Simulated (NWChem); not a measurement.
Molecule: C$_{3}$H$_{9}$NSi; SMILES CN[SiH2]C=C

```xyz
14

C      1.0534     2.1348     0.0939
C     -0.2406     1.8089    -0.0227
Si    -0.8753     0.0470     0.0173
N      0.4526    -1.0338    -0.2648
C      0.4827    -2.4318     0.1522
H      1.8196     1.3750     0.2370
H      1.4034     3.1659     0.0547
H     -0.9618     2.6170    -0.1657
H     -2.0092    -0.0309    -0.9607
H     -1.4402    -0.3378     1.3420
H      1.0184    -0.8579    -1.0881
H     -0.0382    -2.5349     1.1099
H      1.5163    -2.7685     0.3039
H      0.0045    -3.1209    -0.5621
```
Atoms are numbered in this order, from 1.

Coordinates come from a B3LYP/6-31G* (spherical d) optimisation.

List the 4 lowest vertical singlet excitations from PBE0/def2-SVP, TDA (NWChem).


| state | energy (eV) | oscillator strength | leading excitation (squared amplitude) |
|---|---|---|---|
| S1 | 5.23 | 0.008 | HOMO → LUMO (0.99) |
| S2 | 6.53 | 0.002 | HOMO → LUMO+1 (0.98) |
| S3 | 6.82 | 0.004 | HOMO−2 → LUMO (0.96) |
| S4 | 7.45 | 0.288 | HOMO−1 → LUMO (0.49) |
